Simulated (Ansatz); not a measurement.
Geometry optimisation, RKS B3LYP/STO-3G in Ansatz 0.2.0.

input.yaml

```yaml
crystal:
  periodic: [false, false, false]
  atoms:
    - { symbol: C, position_ang: [1.3748, -2.5322, -0.9868] }
    - { symbol: B, position_ang: [1.7882, -0.9745, -1.0622] }
    - { symbol: S, position_ang: [1.3163, 0.2231, 0.3185] }
    - { symbol: C, position_ang: [2.72008, -0.09637, 1.28381] }
    - { symbol: C, position_ang: [2.78443, 0.76906, 2.56456] }
    - { symbol: C, position_ang: [2.9758, 2.2655, 2.29075] }
    - { symbol: H, position_ang: [0.7049, -2.7066, -1.8672] }
    - { symbol: H, position_ang: [2.2557, -3.1307, -1.0303] }
    - { symbol: H, position_ang: [0.7618, -2.6553, -0.0216] }
    - { symbol: H, position_ang: [2.4091, -0.5818, -1.9684] }
    - { symbol: H, position_ang: [3.69623, 0.18321, 0.70677] }
    - { symbol: H, position_ang: [2.79412, -1.13112, 1.59566] }
    - { symbol: H, position_ang: [3.64058, 0.43849, 3.27884] }
    - { symbol: H, position_ang: [1.83123, 0.66232, 3.13855] }
    - { symbol: H, position_ang: [3.01366, 2.84427, 3.21658] }
    - { symbol: H, position_ang: [3.91672, 2.43777, 1.77104] }
    - { symbol: H, position_ang: [2.12678, 2.65423, 1.6812] }
basis:
  gaussian: { orbitals: STO-3G }
hamiltonian:
  xc: b3lyp
relax:
  f_tol: 0.015
  max_steps: 40
output:
  orbitals: {}
```

Command:

```bash
$ ansatz run input.yaml --threads 1 --pin off --max-ram 2048MiB --backend cpu --events-out ev --progress --plain --runs-dir out
```

Question: Where does it end, and by what steps?

Answer: The forces met the threshold. Limits of this set-up: minimal basis. After 22 steps the energy has fallen by 1.828 eV; H9 moved furthest, 1.74 Å.

| step | energy less start (eV) | largest force component (eV/Å) | accepted |
| --- | --- | --- | --- |
| 0 | 0.0000 | 4.603 | yes |
| 1 | -0.5499 | 1.372 | yes |
| 2 | -0.6894 | 0.545 | yes |
| 3 | -0.8657 | 1.052 | yes |
| 4 | -1.0827 | 1.074 | yes |
| 5 | -1.3211 | 1.103 | yes |
| 6 | -1.5280 | 0.927 | yes |
| 7 | -1.6767 | 0.643 | yes |
| 8 | -1.7548 | 0.372 | yes |
| 9 | -1.7972 | 0.118 | yes |
| 10 | -1.8003 | 0.329 | yes |
| 11 | -1.8130 | 0.074 | yes |
| 12 | -1.8155 | 0.121 | yes |
| 13 | -1.8180 | 0.079 | yes |
| 14 | -1.8177 | 0.234 | no |
| 15 | -1.8204 | 0.062 | yes |
| 16 | -1.8221 | 0.130 | yes |
| 17 | -1.8236 | 0.141 | yes |
| 18 | -1.8248 | 0.099 | yes |
| 19 | -1.8265 | 0.038 | yes |
| 20 | -1.8272 | 0.039 | yes |
| 21 | -1.8275 | 0.020 | yes |
| 22 | -1.8276 | 0.010 | yes |

```xyz
17
Properties=species:S:1:pos:R:3
C 2.000 -2.275 -0.983
B 1.356 -0.839 -1.116
S 1.380 0.462 0.047
C 2.328 -0.215 1.486
C 2.459 0.853 2.617
C 3.295 2.094 2.191
H 1.229 -3.048 -1.138
H 2.742 -2.425 -1.785
H 2.497 -2.487 -0.026
H 0.785 -0.576 -2.106
H 3.333 -0.530 1.158
H 1.809 -1.104 1.885
H 2.937 0.373 3.490
H 1.452 1.178 2.933
H 3.360 2.816 3.020
H 4.317 1.796 1.909
H 2.831 2.596 1.328
```

Whether the end is a true minimum wasn't checked by a vibrational analysis.

Run time: 2.1 min on 1 thread of AMD EPYC 7R43 64-Core Processor (Zen 3), with other jobs on the host, peak memory 0.15 GiB.
